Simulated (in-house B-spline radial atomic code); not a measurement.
A fraction x of an electron is removed from 4f in Yb⁵⁺, starting from [Kr] 4d10 4f12 5s2 5p5 and keeping the highest spin. All numbers are computed (scalar-relativistic (X2C) SCAN, spin-polarised, spherical fractional occupations; Fermi nucleus of rms radius 5.3108 fm) with a B-spline radial code for spherical atoms, not measured.

```tsv
x	E(x) - E(0) (eV)	4f down level (eV)
0	0.0000	-73.554
0.05	3.7064	-74.702
0.13	?	?
0.32	24.7212	-80.987
0.42	32.9380	-83.350
0.5	39.6821	-85.254
0.62	50.0850	-88.132
0.63	50.9676	-88.373
0.82	68.1956	-92.985
0.9	?	?
1	85.3303	-97.409
```

Question: What belongs in the row x = 0.13?

Answer: An energy change of 9.7564 eV; 4f down at -76.550 eV.

Question: What belongs in the row x = 0.9?

Answer: An energy change of 75.7127 eV; 4f down at -94.945 eV.

Question: Check Janak's theorem between x = 0.32 and 0.42.

Answer: The slope of the energy is 82.17 eV; the orbital levels give 82.17 eV (-ε of the emptying orbital, averaged over the two points).
